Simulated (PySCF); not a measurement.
Si(H)(Cl)(Et)2, SMILES [SiH](Cl)(CC)CC, GFN2-xTB optimised geometry.

```
17

Si    -0.80    -0.70     0.00
Cl     1.23    -0.70     0.00
C     -1.41    -1.59     1.57
C     -0.94    -0.92     2.85
C     -1.41    -1.59    -1.57
C     -0.94    -0.93    -2.85
H     -1.23     0.70     0.00
H     -2.50    -1.63     1.57
H     -1.07    -2.63     1.56
H     -1.31     0.10     2.91
H      0.14    -0.89     2.89
H     -1.30    -1.47     3.73
H     -2.50    -1.63    -1.57
H     -1.07    -2.63    -1.56
H      0.15    -0.90    -2.89
H     -1.31     0.10    -2.91
H     -1.30    -1.47    -3.73
```

Density from PBE0/def2-SVP (PySCF 2.14.0) at that geometry.

Minimum of the electron density along straight lines between bonded atoms, close to the bond critical point (lines longer than 1.1 times the sum of covalent radii, or with two minima, are not listed):

```tsv
bond	length / Å	ρ at the minimum / e bohr⁻³	∇²ρ there / e bohr⁻⁵	position (fraction from the first atom)
Si1–Cl2	2.028	0.094	0.32	0.37
Si1–C3	1.905	0.114	0.29	0.38
C3–C4	1.526	0.239	-0.53	0.50
Si1–C5	1.905	0.114	0.29	0.38
C5–C6	1.526	0.239	-0.53	0.50
Si1–H7	1.467	0.118	0.32	0.49
C3–H8	1.091	0.271	-0.96	0.62
C3–H9	1.092	0.271	-0.96	0.62
C4–H10	1.087	0.277	-1.01	0.62
C4–H11	1.087	0.278	-1.02	0.63
C4–H12	1.088	0.276	-1.00	0.62
C5–H13	1.091	0.271	-0.96	0.62
C5–H14	1.092	0.271	-0.96	0.62
C6–H15	1.087	0.278	-1.02	0.63
C6–H16	1.087	0.277	-1.01	0.62
C6–H17	1.088	0.276	-1.00	0.62
```
